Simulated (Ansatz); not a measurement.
HCl₄Si₂, charge +2, doublet, geometry from GFN2-xTB of the parent state (a state made from the parent by changing its charge; the spin is typed, not shown lowest); CAM-B3LYP/6-31G* (Ansatz, a quantum-chemistry and plane-wave program).

Input for Ansatz:
Ansatz 0.2 input:
```yaml
crystal:
  periodic: [false, false, false]
  atoms:
    - {symbol: Cl, position_ang: [2.91864049, -1.07438102, -0.35666217]}
    - {symbol: Si, position_ang: [1.63398962, 0.38433247, -0.41856512]}
    - {symbol: Si, position_ang: [-0.72661439, 0.20053712, 0.10363308]}
    - {symbol: Cl, position_ang: [-0.83600653, -0.38331981, 2.01377507]}
    - {symbol: Cl, position_ang: [-1.48067734, -1.15103895, -1.16368360]}
    - {symbol: Cl, position_ang: [-1.47930803, 2.02886454, -0.18581842]}
    - {symbol: H, position_ang: [2.21172068, 1.66970491, -0.82033669]}
basis:
  gaussian:
    orbitals: 6-31G*
hamiltonian:
  xc: cam_b3lyp
total_charge: 2
magnetization: {spin_polarized: true, initial_magnetization: 1}
```

Question: Write the output that Ansatz gives for this input, abridged.

Answer: 
```
Functional definition: CAM-B3LYP
1019 factors; integrals over basis functions are off by at most 9.9e-4 eV
307 factors; integrals over basis functions are off by at most 1.4e-5 eV
mean field evaluation 1: about -65836.5298 eV, gradient 2.6e1 eV
mean field evaluation 2: about -65835.9105 eV, gradient 3.0e1 eV
mean field evaluation 4: about -65841.0331 eV, gradient 1.2e0 eV
mean field evaluation 8: about -65841.1520 eV, gradient 1.1e-1 eV
mean field evaluation 16: about -65841.1527 eV, gradient 1.7e-3 eV
mean field evaluation 32: about -65841.1527 eV, gradient 5.2e-5 eV
mean field -65841.15265490 eV, -2419.6177313315 hartree, gradient 3.0e-6 eV, S^2 0.761069; 6 other end points of the search recorded, 0 dependent functions left out
reference -65841.15278994 eV, -2419.6177362940 hartree; 48, 47 occupied and 68, 69 virtual orbitals, 1019 factors
Total energy: -65841.15278994 eV, -2419.6177362940 hartree
```
